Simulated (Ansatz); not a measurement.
A short molecular-dynamics run on `[C]#[C][GeH2][Cl]` radical.

```yaml
crystal:
  periodic: [false, false, false]
  atoms:
    - {symbol: C, position_ang: [0.704602, -2.230657, 1.052315]}
    - {symbol: C, position_ang: [0.403414, -1.165889, 0.560656]}
    - {symbol: Ge, position_ang: [-0.012462, 0.525018, -0.190877]}
    - {symbol: Cl, position_ang: [-1.955038, 0.374722, -1.089535]}
    - {symbol: H, position_ang: [0.990382, 0.857407, -1.295569]}
    - {symbol: H, position_ang: [-0.088798, 1.575499, 0.916910]}
basis:
  gaussian: {orbitals: def2-SVP}
magnetization: {spin_polarized: true, initial_magnetization: 1}
hamiltonian: {xc: {name: revPBE}, dispersion: d4}
md: {timestep: 1 fs, n_steps: 20, ensemble: nvt_nose_hoover, temperature: 700, initial_velocities: maxwell_boltzmann, seed: 611}
```

```sh
$ ansatz run in.yaml --threads 4 --pin off --events-out ev --progress --plain --max-ram 10444MiB
```

```
step  time (fs)  potential energy (eV)  kinetic (eV)  T (K)  conserved (eV)
   0        0.0            -71123.8496        0.3619    700     -71123.4877
   1        1.0            -71123.8331        0.3458    669     -71123.4873
   2        2.0            -71123.7965        0.3110    602     -71123.4855
   3        3.0            -71123.7666        0.2825    546     -71123.4841
   4        4.0            -71123.7645        0.2800    542     -71123.4845
   5        5.0            -71123.7838        0.2977    576     -71123.4862
   6        6.0            -71123.7995        0.3124    604     -71123.4872
   7        7.0            -71123.7943        0.3075    595     -71123.4870
   8        8.0            -71123.7696        0.2837    549     -71123.4861
   9        9.0            -71123.7376        0.2527    489     -71123.4853
  10       10.0            -71123.7107        0.2263    438     -71123.4848
  11       11.0            -71123.6962        0.2120    410     -71123.4847
  12       12.0            -71123.6962        0.2120    410     -71123.4847
  13       13.0            -71123.7094        0.2250    435     -71123.4851
  14       14.0            -71123.7303        0.2453    475     -71123.4858
  15       15.0            -71123.7478        0.2621    507     -71123.4868
  16       16.0            -71123.7480        0.2618    506     -71123.4874
  17       17.0            -71123.7246        0.2394    463     -71123.4866
  18       18.0            -71123.6914        0.2083    403     -71123.4847
  19       19.0            -71123.6767        0.1949    377     -71123.4836
  20       20.0            -71123.6962        0.2136    413     -71123.4846
```

Velocities are drawn at the set temperature; a run this short doesn't reach equilibrium.

Frames (Å, forces in eV/Å):

```xyz
6
time=0.0 fs
C     0.705   -2.231    1.052    0.667   -2.339    1.083
C     0.403   -1.166    0.561   -0.585    2.047   -0.948
Ge   -0.012    0.525   -0.191    0.277    0.077    0.110
Cl   -1.955    0.375   -1.090   -0.562   -0.043   -0.260
H     0.990    0.857   -1.296    0.199    0.064   -0.193
H    -0.089    1.575    0.917    0.004    0.194    0.208
6
time=1.0 fs
C     0.696   -2.239    1.055    0.434   -1.568    0.730
C     0.408   -1.164    0.557   -0.359    1.265   -0.614
Ge   -0.013    0.528   -0.193   -0.059   -0.317    0.483
Cl   -1.952    0.371   -1.086   -0.644   -0.042   -0.309
H     0.971    0.860   -1.262    0.658    0.227   -0.724
H    -0.091    1.546    0.921   -0.030    0.434    0.435
6
time=2.0 fs
C     0.687   -2.249    1.059    0.173   -0.598    0.283
C     0.413   -1.161    0.554   -0.096    0.265   -0.179
Ge   -0.014    0.531   -0.195   -0.352   -0.604    0.833
Cl   -1.948    0.368   -1.083   -0.722   -0.041   -0.356
H     0.958    0.865   -1.236    1.054    0.377   -1.172
H    -0.093    1.520    0.929   -0.058    0.601    0.592
6
time=3.0 fs
C     0.679   -2.259    1.063   -0.066    0.389   -0.175
C     0.417   -1.158    0.550    0.152   -0.754    0.267
Ge   -0.015    0.534   -0.197   -0.462   -0.715    1.065
Cl   -1.945    0.365   -1.080   -0.793   -0.039   -0.401
H     0.955    0.873   -1.221    1.241    0.460   -1.382
H    -0.095    1.500    0.943   -0.073    0.659    0.627
6
time=4.0 fs
C     0.671   -2.269    1.067   -0.254    1.250   -0.578
C     0.422   -1.155    0.546    0.352   -1.629    0.651
Ge   -0.015    0.537   -0.199   -0.305   -0.628    1.120
Cl   -1.943    0.361   -1.077   -0.857   -0.036   -0.444
H     0.964    0.886   -1.219    1.134    0.441   -1.270
H    -0.099    1.487    0.963   -0.070    0.602    0.520
6
time=5.0 fs
C     0.662   -2.278    1.070   -0.376    1.890   -0.880
C     0.427   -1.154    0.543    0.487   -2.251    0.921
Ge   -0.016    0.540   -0.200    0.081   -0.392    1.034
Cl   -1.940    0.358   -1.074   -0.914   -0.032   -0.483
H     0.983    0.903   -1.229    0.773    0.327   -0.890
H    -0.103    1.479    0.987   -0.052    0.458    0.298
6
time=6.0 fs
C     0.653   -2.286    1.073   -0.433    2.261   -1.058
C     0.432   -1.154    0.541    0.552   -2.563    1.053
Ge   -0.017    0.542   -0.202    0.574   -0.105    0.901
Cl   -1.938    0.355   -1.072   -0.962   -0.027   -0.520
H     1.010    0.923   -1.248    0.294    0.161   -0.391
H    -0.107    1.476    1.015   -0.025    0.274    0.014
6
time=7.0 fs
C     0.644   -2.292    1.075   -0.427    2.347   -1.104
C     0.438   -1.157    0.540    0.544   -2.550    1.038
Ge   -0.018    0.545   -0.203    1.053    0.146    0.803
Cl   -1.936    0.351   -1.069   -1.004   -0.024   -0.551
H     1.040    0.945   -1.270   -0.171   -0.010    0.087
H    -0.112    1.475    1.043    0.006    0.091   -0.273
6
time=8.0 fs
C     0.634   -2.295    1.076   -0.369    2.158   -1.020
C     0.444   -1.162    0.539    0.466   -2.227    0.882
Ge   -0.019    0.548   -0.204    1.452    0.306    0.768
Cl   -1.934    0.348   -1.067   -1.038   -0.023   -0.577
H     1.069    0.967   -1.292   -0.545   -0.155    0.465
H    -0.116    1.475    1.068    0.032   -0.059   -0.518
6
time=9.0 fs
C     0.624   -2.298    1.076   -0.269    1.719   -0.816
C     0.450   -1.168    0.539    0.331   -1.629    0.600
Ge   -0.019    0.551   -0.206    1.754    0.362    0.788
Cl   -1.932    0.345   -1.065   -1.065   -0.025   -0.597
H     1.092    0.987   -1.309   -0.805   -0.262    0.722
H    -0.121    1.475    1.088    0.053   -0.164   -0.696
6
time=10.0 fs
C     0.614   -2.298    1.075   -0.146    1.068   -0.510
C     0.457   -1.176    0.539    0.160   -0.809    0.214
Ge   -0.019    0.553   -0.207    1.961    0.321    0.838
Cl   -1.931    0.341   -1.063   -1.084   -0.030   -0.612
H     1.107    1.005   -1.320   -0.957   -0.332    0.867
H    -0.125    1.473    1.102    0.065   -0.220   -0.797
6
time=11.0 fs
C     0.604   -2.298    1.074   -0.020    0.275   -0.133
C     0.464   -1.184    0.540   -0.020    0.154   -0.240
Ge   -0.019    0.556   -0.207    2.079    0.199    0.898
Cl   -1.930    0.338   -1.061   -1.095   -0.036   -0.622
H     1.113    1.019   -1.322   -1.014   -0.367    0.915
H    -0.128    1.469    1.107    0.069   -0.226   -0.818
6
time=12.0 fs
C     0.594   -2.298    1.073    0.090   -0.556    0.265
C     0.471   -1.192    0.541   -0.181    1.141   -0.706
Ge   -0.019    0.559   -0.208    2.108    0.009    0.953
Cl   -1.930    0.335   -1.059   -1.098   -0.042   -0.627
H     1.110    1.030   -1.315   -0.983   -0.369    0.874
H    -0.131    1.463    1.105    0.065   -0.184   -0.759
6
time=13.0 fs
C     0.584   -2.298    1.072    0.164   -1.283    0.618
C     0.478   -1.200    0.541   -0.300    2.003   -1.113
Ge   -0.018    0.562   -0.209    2.037   -0.244    1.005
Cl   -1.929    0.331   -1.057   -1.093   -0.047   -0.628
H     1.097    1.037   -1.300   -0.858   -0.333    0.738
H    -0.132    1.455    1.096    0.051   -0.095   -0.620
6
time=14.0 fs
C     0.574   -2.299    1.072    0.193   -1.760    0.853
C     0.484   -1.205    0.540   -0.364    2.585   -1.388
Ge   -0.017    0.565   -0.210    1.849   -0.559    1.066
Cl   -1.929    0.328   -1.056   -1.079   -0.052   -0.625
H     1.076    1.042   -1.278   -0.625   -0.253    0.495
H    -0.134    1.446    1.081    0.027    0.039   -0.402
6
time=15.0 fs
C     0.564   -2.301    1.072    0.179   -1.877    0.915
C     0.490   -1.209    0.538   -0.371    2.776   -1.474
Ge   -0.016    0.568   -0.210    1.531   -0.932    1.160
Cl   -1.930    0.324   -1.055   -1.059   -0.055   -0.618
H     1.049    1.044   -1.251   -0.274   -0.120    0.136
H    -0.135    1.437    1.062   -0.005    0.209   -0.119
6
time=16.0 fs
C     0.554   -2.305    1.073    0.135   -1.607    0.789
C     0.496   -1.211    0.534   -0.334    2.547   -1.358
Ge   -0.015    0.570   -0.210    1.091   -1.338    1.308
Cl   -1.930    0.321   -1.054   -1.031   -0.056   -0.607
H     1.019    1.044   -1.222    0.180    0.061   -0.325
H    -0.136    1.431    1.042   -0.043    0.393    0.193
6
time=17.0 fs
C     0.544   -2.311    1.075    0.080   -1.016    0.506
C     0.502   -1.210    0.530   -0.269    1.971   -1.072
Ge   -0.013    0.573   -0.210    0.589   -1.724    1.505
Cl   -1.931    0.317   -1.053   -0.995   -0.055   -0.593
H     0.991    1.046   -1.197    0.674    0.267   -0.823
H    -0.138    1.428    1.024   -0.078    0.557    0.478
6
time=18.0 fs
C     0.535   -2.317    1.077    0.029   -0.239    0.131
C     0.507   -1.208    0.525   -0.194    1.189   -0.688
Ge   -0.012    0.575   -0.210    0.140   -1.996    1.696
Cl   -1.932    0.314   -1.052   -0.952   -0.052   -0.576
H     0.969    1.049   -1.180    1.079    0.439   -1.230
H    -0.140    1.430    1.010   -0.102    0.659    0.668
6
time=19.0 fs
C     0.525   -2.323    1.080   -0.008    0.567   -0.259
C     0.513   -1.205    0.519   -0.120    0.364   -0.287
Ge   -0.010    0.577   -0.210   -0.115   -2.054    1.789
Cl   -1.934    0.310   -1.052   -0.902   -0.047   -0.555
H     0.958    1.057   -1.174    1.249    0.506   -1.399
H    -0.144    1.439    1.003   -0.105    0.665    0.711
6
time=20.0 fs
C     0.516   -2.329    1.082   -0.027    1.271   -0.599
C     0.518   -1.201    0.513   -0.056   -0.365    0.063
Ge   -0.009    0.579   -0.209   -0.107   -1.858    1.725
Cl   -1.935    0.307   -1.051   -0.844   -0.040   -0.531
H     0.958    1.070   -1.182    1.118    0.427   -1.255
H    -0.148    1.454    1.002   -0.084    0.566    0.598
```

It took 39 s on 4 threads of an Arm Neoverse V1 on a shared host, with 0.36 GiB of host memory at the peak.
